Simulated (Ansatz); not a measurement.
Consider the formal exchange of groups at the Al–B bond: `CO[B](C)[AlH2]` + `COCS` → `[AlH2][CH2]OCS` + `CBOC`.

Calculated with Ansatz (gas phase, PBE0-D4/def2-TZVP geometries, no zero-point term in ΔE). CCSD(T)/CBS is the MP2 limit (def2-TZVPP, def2-QZVPP) plus CCSD(T) − MP2 in def2-TZVPP, frozen cores. This one scheme is used for every species. Each species was taken in one conformer, which may not be the lowest.

`CO[B](C)[AlH2]`:

Cartesian coordinates in Å:
```
C 1.591 1.212 0.537
O 1.228 -0.014 -0.043
B -0.050 -0.432 -0.206
C -0.231 -1.839 -0.885
Al -1.772 0.730 0.413
H 0.711 1.792 0.847
H 2.162 1.801 -0.184
H 2.214 1.027 1.416
H -0.814 -1.747 -1.809
H -0.807 -2.513 -0.241
H 0.722 -2.320 -1.126
H -2.528 1.727 -0.582
H -2.425 0.577 1.864
```

`COCS`:

Z-matrix (Å, degrees):
```
C
O 1 1.407
H 1 1.098 2 111.0
H 1 1.095 2 111.3 3 -121.4
H 1 1.089 2 107.1 3 119.0
C 2 1.386 1 114.0 3 59.7
S 6 1.823 2 115.7 1 69.3
H 6 1.089 2 107.0 1 -169.1
H 6 1.098 2 111.8 1 -49.7
H 7 1.342 6 96.0 2 68.6
```

`[AlH2][CH2]OCS`:

Cartesian coordinates in Å:
```
Al -1.287 -0.736 1.998
C -0.225 0.309 0.711
O -0.398 -0.178 -0.611
C 0.373 0.472 -1.565
S 2.165 0.160 -1.463
H -2.091 -2.028 1.559
H -1.292 -0.236 3.507
H 0.840 0.261 0.996
H -0.488 1.380 0.761
H 0.014 0.152 -2.543
H 0.282 1.563 -1.485
H 2.108 -1.119 -1.865
```

`CBOC`:

```xyz
11

C     0.941    0.183   -1.659
B     0.331    0.373   -0.235
O    -0.474   -0.579    0.277
C    -1.054   -0.467    1.558
H     0.634   -0.747   -2.140
H     0.664    1.022   -2.306
H     2.035    0.206   -1.605
H     0.557    1.354    0.433
H    -2.141   -0.507    1.462
H    -0.767    0.470    2.045
H    -0.727   -1.309    2.172
```

```csv
level,ΔE (kJ/mol)
CCSD/def2-TZVPP,-28.9
CCSD(T)/def2-TZVPP,-27.8
```

Q: What does CCSD(T)/CBS give? (Estimate.)

A: Ansatz gave: -29.2 kJ/mol. The listed levels differ from it by 0.3, 1.4 kJ/mol.

Largest T1 diagnostic among the species: 0.013.
